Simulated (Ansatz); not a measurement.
`BN(C)CC` → `BNC` + `C=C` at 700 K and 1 bar (alkene loss).

Computed with Ansatz on PBE0-D4/def2-TZVP structures; ΔE is electronic, products minus reactants. CCSD(T)/CBS adds triple-zeta CCSD(T) − MP2 to the extrapolated MP2 energy (def2 sets, frozen cores). This one scheme is used for every species. One conformer a species, not always the lowest.

```tsv
species	CCSD(T)/CBS energy (Eh)	H − E (kJ/mol)	S (J/(mol·K))
`BN(C)CC`	-199.69839	435.2	454.5
`BNC`	-121.18426	253.9	346.7
`C=C`	-78.48111	168.9	268.4
```

H − E and S are ideal-gas, rigid-rotor, harmonic terms from PBE0-D4/def2-TZVP, for one conformer and one mirror image of each species. 1 Eh = 2625.50 kJ/mol, R = 8.31446 J/(mol·K).

Question: By hand: ΔE, ΔH, ΔS and ΔG.

Answer: ΔE = (-121.18426) + (-78.48111) − (-199.69839) = 0.03302 Eh = 86.7 kJ/mol. Δ(H − E) = 253.9 + 168.9 − 435.2 = -12.4, so ΔH = 74.3 kJ/mol. ΔS = 346.7 + 268.4 − 454.5 = 160.6 J/(mol·K). ΔG = 74.3 − 700 × (160.6)/1000 = -38.1 kJ/mol.

Question: By hand: the equilibrium constant, and the temperature at which ΔG would vanish if ΔH and ΔS stayed fixed.

Answer: log₁₀ K = −ΔG/(RT ln 10) = 2.8. ΔG = 0 at ΔH/ΔS = 463 K.

The number of gas molecules changes by +1, which sets the sign of ΔS. A doubt of 5 kJ/mol in ΔE shifts log₁₀ K by 0.4 here. Other conformers and mirror images would add mixing entropy, several J/(mol·K) or more a flexible species. These are equilibria of isolated gas molecules and say nothing of rates. Largest T1 diagnostic: 0.012 (customary marks: 0.02 for closed shells, 0.045 for open ones).
